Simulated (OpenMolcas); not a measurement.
## Ti2+: moving the ligands

Ti2+ with 6 ligands (bromide) in octahedral coordination (Oh) at 2.77 Å. A charge of +0.667 e stands 2.8 Å behind each ligand. Ligand basis ANO-RCC-VDZP.

```json
{"Program": "OpenMolcas 26.06", "Method": "SS-CASPT2, IPEA 0.25 Eh, imaginary shift 0.1 Eh (closed shells correlated: 3s 3p and the ligand valence shells)", "Basis": "ANO-RCC-VDZP [5s4p2d1f]", "Scalar Hamiltonian": "DKH2, point nucleus", "Active space": "2 electrons in 5 orbitals (3d)", "State averaging": "2S+1 = 3 even, 10 roots; 2S+1 = 1 even, 15 roots", "Spin-orbit coupling": "state interaction with AMFI integrals over the reference wave functions"}
```

Runs around this geometry, states (labels of O, the rotations of Oh). Energies in cm-1 above the lowest state or level, χT in cm3 K/mol; under a threefold ground state the first gap can be a small split of the lowest multiplet, not the spin-orbit step; 10Dq and B are least-squares fits to the states below 45000 cm-1, weighted by degeneracy, with a free offset, and given where the rms deviation is under 5 % of |10Dq| (or 100 cm-1) and under 700 cm-1.

```csv
R (Å),Ground state,First state of that spin,10Dq,B (rms of fit),First gap with spin-orbit (degeneracies),χT at 300 K,First state of another spin
2.61,3T1,3T2 7310,8117,619 (361),"3 (2, 3)",1.115,1T2 8310
2.77,3T1,3T2 4950,,,"4 (2, 3)",1.139,1T2 8050
2.96,3T1,3T2 2430,,,"9 (2, 3)",1.173,1T2 7930
```

Taking the first state of the same spin as R^-n, n = -ln(2430 / 7310) / ln(2.96 / 2.61) = 8.8 between the shortest and longest distance.

Roots that are degenerate in the reference are averaged as groups; the widest CASPT2 spread within a group is 390 cm-1 (the 3-fold group of multiplicity 3 near 0 cm-1 above the lowest state of its run, R = 2.96). Shifts and gaps below about the spread of the groups concerned are not significant. Over all roots computed the reference weight is 0.68 to 0.70 in R = 2.61, 0.69 to 0.70 in R = 2.77, 0.69 to 0.70 in R = 2.96; a low but even weight reflects the number of correlated electrons. An orbital triplet at a regular site is open to Jahn-Teller coupling, which can distort the site and quench the lowest spin-orbit gaps and is left out. Ligand-to-metal charge-transfer states are missing. With no ligand orbital active B as a rule stays too high, so bands that hang on it stand too high and its fall with covalency is understated. With one d shell and no ligand orbital active, 10Dq can be off by tens of per cent for divalent 3d ions, low with halides held by bare charges and at times high in hosts. These CASPT2 states fit no ligand-field parameters well, so their order and spin gaps are uncertain (holds for R = 2.77; R = 2.96). Free-ion shares, where given, are those of the reference states; single-state CASPT2 does not remix them (holds for R = 2.77; R = 2.96). No measured value stands beside these numbers; the geometry was imposed, not optimised, and the real ion may take another.
